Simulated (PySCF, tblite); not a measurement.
Isomers of C4H12F2Si2, one GFN2-xTB conformer each. Single-point energies are computed at PBE0/pcSseg-1 (PySCF, gas phase, no added dispersion term), electronic only.

**Question.** Rank them by PBE0/pcSseg-1 energy, lowest first (kJ/mol).
A. `[F:1][CH2:2][CH2:3][C:4]([SiH3:5])([SiH3:6])[CH2:7][F:8]` with F1–C2–C3–C4 71°, C2–C3–C4–Si5 -171°, C3–C4–C7–F8 63°
B. `[CH3:1][SiH2:2][CH2:3][C@H:4]([CH2:5][F:6])[SiH2:7][F:8]` with C1–Si2–C3–C4 172°, Si2–C3–C4–C5 -173°, C3–C4–C5–F6 -73°, C3–C4–Si7–F8 -81°
C. `[CH3:1][CH2:2][C@:3]([F:4])([CH2:5][SiH3:6])[SiH2:7][F:8]` with C1–C2–C3–F4 -178°, C2–C3–C5–Si6 159°, C2–C3–Si7–F8 92°

**Answer.** B (0.0), C (37.7), A (222.8).

As drawn, the lowest has an Si–F bond, which the highest lacks. GFN2-xTB itself gives, in the same order: 26.0, 0.0, 183.5. GFN2-xTB puts CC[C@](F)(C[SiH3])[SiH2]F lowest instead; measured from each level's own lowest isomer, the values differ by up to 39.3 kJ/mol (FCCC([SiH3])([SiH3])CF: 183.5 against 222.8).

**Question.** Which frontier levels, dipoles and rotational constants go with these structures?

**Answer.** 
```json
{"SMILES": "C[SiH2]C[C@H](CF)[SiH2]F", "HOMO (eV, PBE0/pcSseg-1)": "-8.40", "LUMO (eV)": "0.46", "dipole (D)": "1.95", "A, B, C (MHz)": "1630, 848.2, 609.1"}
{"SMILES": "CC[C@](F)(C[SiH3])[SiH2]F", "HOMO (eV, PBE0/pcSseg-1)": "-8.26", "LUMO (eV)": "-0.01", "dipole (D)": "1.41", "A, B, C (MHz)": "1530, 1058, 865.4"}
{"SMILES": "FCCC([SiH3])([SiH3])CF", "HOMO (eV, PBE0/pcSseg-1)": "-8.30", "LUMO (eV)": "0.46", "dipole (D)": "0.71", "A, B, C (MHz)": "1638, 1016, 856.3"}
```

**Question.** What happens when harmonic zero-point energies from GFN2-xTB frequencies are added?

**Answer.** 
```json
{"SMILES": "C[SiH2]C[C@H](CF)[SiH2]F", "ZPE (kJ/mol)": "385.8", "electronic (kJ/mol)": "0.0", "with ZPE (kJ/mol)": "0.0"}
{"SMILES": "CC[C@](F)(C[SiH3])[SiH2]F", "ZPE (kJ/mol)": "381.2", "electronic (kJ/mol)": "37.7", "with ZPE (kJ/mol)": "33.2"}
{"SMILES": "FCCC([SiH3])([SiH3])CF", "ZPE (kJ/mol)": "376.2", "electronic (kJ/mol)": "222.8", "with ZPE (kJ/mol)": "213.2"}
```

The zero-point energies span 9.6 kJ/mol. The order is unchanged.
